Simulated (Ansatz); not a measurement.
Job for Ansatz (an electronic-structure program): R-BLYP/def2-TZVPP on CH4SeTe (SMILES C[Te][SeH]), a point of a torsion scan. Elements past Kr take the def2 small-core potentials; no spin–orbit coupling.

Ansatz 0.2 input:
```yaml
crystal:
  periodic: [false, false, false]
  atoms:
    - {symbol: C, position_ang: [-1.01409509, -0.17750726, 0.07056179]}
    - {symbol: Te, position_ang: [0.07770149, 1.69117129, -0.03924451]}
    - {symbol: Se, position_ang: [2.33285845, 0.64894444, -0.04280936]}
    - {symbol: H, position_ang: [-0.67745696, -0.84903931, -0.70846280]}
    - {symbol: H, position_ang: [-2.06046593, 0.05188619, -0.07636134]}
    - {symbol: H, position_ang: [-0.87673991, -0.64152680, 1.03881241]}
    - {symbol: H, position_ang: [2.58924327, 0.61062669, 1.38357277]}
basis:
  gaussian:
    orbitals: def2-TZVPP
hamiltonian:
  xc: {name: BLYP}
scf: {lower_state_search: off}
```

Output:

```
WARN ansatz: RAYON_NUM_THREADS=1 ignored (pool sized by the plan → 1); use --threads N
Functional definition: BLYP
these checks for a lower state are left out or cut short: stability, starts, cluster_reference, orbital_swaps, neighbouring_geometries, increment
integrals: 0.10 GiB planned
1189 factors; their error is unknown
mean field: 0.70 GiB planned
mean field evaluation 1: about -73734.4189 eV, gradient 6.8e1 eV
mean field evaluation 2: about -73704.2175 eV, gradient 1.1e2 eV
mean field evaluation 4: about -73744.9846 eV, gradient 1.3e1 eV
mean field evaluation 8: about -73745.2879 eV, gradient 1.1e-1 eV
mean field evaluation 16: about -73745.1242 eV, gradient 1.4e-3 eV
mean field -73745.12424155 eV, -2710.0833296366 hartree, gradient 2.6e-6 eV, S^2 0.000000; 0 other end points of the search recorded, 0 dependent functions left out
reference -73745.12457285 eV, -2710.0833418114 hartree; 34, 34 occupied and 151, 151 virtual orbitals, 1189 factors
Total energy: -73745.12457285 eV, -2710.0833418114 hartree
Checks for a lower state left out: stability, starts, cluster_reference, orbital_swaps, neighbouring_geometries, increment
```

Self-consistency was reached.

Cost: roughly 1.9 core-seconds.
